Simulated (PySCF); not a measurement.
Species: methanetetracarbonitrile, C5N4.
Geometry (PBE0-D3(BJ)/def2-SVP, Å), atoms numbered from 1 in this order:
```
atom  x, y, z in Å
N1     0.1966    2.3163   -0.9637
C2     0.1219    1.2734   -0.4749
C3     0.0268   -0.0644    0.1536
C4    -0.6491   -0.9997   -0.7750
N5    -1.1761   -1.7284   -1.4985
C6     1.3873   -0.5651    0.4575
N7     2.4474   -0.9543    0.6957
C8    -0.7530    0.0365    1.4088
N9    -1.3597    0.1153    2.3875
```

The closed-shell ground state was solved at several levels (PySCF, density fitting, gas phase, non-relativistic). The dipole stays under 0.02 D at every level.

| level | basis functions | total energy (Eh) | HOMO (eV) | LUMO (eV) | gap (eV) |
| --- | --- | --- | --- | --- | --- |
| B3LYP/def2-SVPD | 180 | -409.0983 | -11.16 | -2.33 | 8.83 |
| B3LYP/pcJ-1 | 243 | -409.4008 | -11.12 | -2.31 | 8.81 |
| wB97X-D/pcSseg-2 | 324 | -409.3807 | -13.29 | -0.23 | 13.06 |

What might PBE0/pcSseg-1 (153 basis functions) give for the same quantities?

Total energy -408.8704 Eh, HOMO -11.42 eV, LUMO -2.09 eV, gap 9.33 eV.

Over all these levels, which gives the widest orbital gap and which the narrowest?

wB97X-D/pcSseg-2 (range-separated hybrid) has the widest, 13.06 eV, and B3LYP/pcJ-1 (global hybrid, 20 % exact exchange) the narrowest, 8.81 eV. Functional and basis both differ between the two, so the spread mixes both effects.

Note: wB97X-D ran without an empirical dispersion term, which enters the total energy and its gradient alone.
